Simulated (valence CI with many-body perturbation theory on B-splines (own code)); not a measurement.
Values are calculated unless marked as measured or tabulated.
## Hyperfine factors and g values of Yb54+

Level of theory: valence CI with perturbative core correlation (CI+MBPT): six valence electrons over a frozen Dirac-Fock core [Ne], radial functions for each j: 9 s, 9 p, 8 d, 6 f, 3 g, 1 h, with the one-electron correlation potential Σ1 (screened to all orders), the two-electron term Σ2, the three-electron term Σ3, Breit, model QED; selected single and double excitations, second order for the rest, scaled by the run's own slope (own B-spline code, finite nucleus).

The last digits are not significant, and no measured levels were compared; by estimate large intervals hold to a few tenths of a per cent, small ones and those within an open d or f shell to about a per cent. Among the levels kept, up to 980 cm⁻¹ of a level comes from second order outside the variational space, and about a tenth of that is noise between levels of different J, which matters for small intervals.

A/g_I is the dipole constant over the nuclear g factor μ/I (μ in nuclear magnetons, uniformly magnetised nucleus), B/Q the quadrupole constant per barn. Both hold the static response of the core; the bare values leave it out. Large factors of s and p1/2 electrons are usually good to 5 to 10 %; those of open d and f shells near neutrality can be off by tens of per cent, and small factors of p3/2, d and f electrons come from cancelling terms and can be off by a factor of two or in sign, in half-filled shells by more. B is blank for J = 1/2, where it vanishes, and for nearly pure S terms. Energies count from the lowest level. Levels with J = 0 are left out.

Levels are named by their leading jj configuration (3d3/2^4 stands for four electrons in 3d with j = 3/2), which in mixed levels can hold well under half, so a name can repeat and another be missing. Letters in brackets count levels of one name in rising energy.

```
                             Level  E (Ry)      g  A/g_I (MHz)  A/g_I bare  B/Q (MHz/b)  B/Q bare
        (3s^2 3p1/2^2 3p3/2^2) J=2   0.000  1.334       170000      169000        27500     27100
    (3s^2 3p1/2^2 3p3/2 3d3/2) J=2  16.049  1.043       131000      131000        -2600     -2380
    (3s^2 3p1/2^2 3p3/2 3d3/2) J=1  16.611  1.115       120000      121000      -147000   -146000
    (3s^2 3p1/2^2 3p3/2 3d3/2) J=3  16.660  1.095       127000      128000       350000    348000
          (3s^2 3p1/2 3p3/2^3) J=1  19.488  1.491      -133000     -128000      -168000   -166000
          (3s^2 3p1/2 3p3/2^3) J=2  20.154  1.143       480000      473000      -365000   -360000
    (3s^2 3p1/2^2 3p3/2 3d5/2) J=4  20.886  1.254        84100       85600       365000    363000
    (3s^2 3p1/2^2 3p3/2 3d5/2) J=2  21.275  1.243        62100       64300      -216000   -212000
    (3s^2 3p1/2^2 3p3/2 3d5/2) J=3  22.628  1.194        77200       78500         2190      4220
    (3s^2 3p1/2^2 3p3/2 3d5/2) J=1  23.382  1.047       -65700      -61200        45800     46000
          (3s 3p1/2^2 3p3/2^3) J=2  31.903  1.469      1040000     1020000      -313000   -309000
        (3s^2 3p1/2^2 3d3/2^2) J=2  32.768  0.747        90500       92600         3740      3920
          (3s 3p1/2^2 3p3/2^3) J=1  33.350  1.186      -593000     -576000      -119000   -118000
(3s^2 3p1/2 3p3/2^2 3d3/2) J=2 [a]  34.891  1.026       266000      264000      -187000   -184000
(3s^2 3p1/2 3p3/2^2 3d3/2) J=1 [a]  35.046  0.977       292000      288000       -53300    -53300
(3s^2 3p1/2 3p3/2^2 3d3/2) J=3 [a]  35.441  1.076       261000      259000        -6160     -5400
    (3s^2 3p1/2 3p3/2^2 3d3/2) J=4  36.028  1.046       294000      291000        56900     58600
(3s^2 3p1/2 3p3/2^2 3d3/2) J=2 [b]  36.911  0.822       382000      378000       195000    195000
    (3s^2 3p1/2^2 3d3/2 3d5/2) J=3  37.841  1.076        55100       57500        13900     14600
(3s^2 3p1/2 3p3/2^2 3d3/2) J=3 [b]  37.888  1.187        65100       67500        44900     44900
(3s^2 3p1/2 3p3/2^2 3d3/2) J=2 [c]  38.335  1.250       269000      267000        -7260     -8440
    (3s^2 3p1/2^2 3d3/2 3d5/2) J=2  38.604  1.181        51100       53500       -28700    -29600
(3s^2 3p1/2 3p3/2^2 3d3/2) J=1 [b]  38.670  1.502       193000      192000       107000    106000
    (3s^2 3p1/2^2 3d3/2 3d5/2) J=1  38.902  1.519        17800       20000        16600     17400
    (3s^2 3p1/2^2 3d3/2 3d5/2) J=4  38.965  1.073        61800       64400        75000     78800
    (3s^2 3p1/2 3p3/2^2 3d5/2) J=3  39.441  1.297       -69800      -65300        46100     47100
(3s^2 3p1/2 3p3/2^2 3d5/2) J=4 [a]  39.471  1.292       -21900      -18300       128000    129000
(3s^2 3p1/2 3p3/2^2 3d3/2) J=1 [c]  39.587  0.901      -271000     -261000       -58800    -56800
(3s^2 3p1/2 3p3/2^2 3d5/2) J=4 [b]  40.327  1.176       245000      243000         8810     10100
    (3s^2 3p1/2 3p3/2^2 3d5/2) J=1  40.496  0.930       613000      604000        12600     12700
    (3s^2 3p1/2 3p3/2^2 3d5/2) J=5  40.551  1.189       227000      225000        74400     76300
    (3s^2 3p1/2 3p3/2^2 3d5/2) J=2  41.796  1.270      -156000     -149000       293000    290000
```

**Question.** Take the isotope of mass number 171, with I = 1/2, μ = 0.4923 μN. What is the hyperfine structure of (3s^2 3p1/2 3p3/2^3) J=2?

**Answer.** From the table A = 472000 MHz. Shifts from the centre of gravity in MHz: F = 3/2: -708000, F = 5/2: 472000.
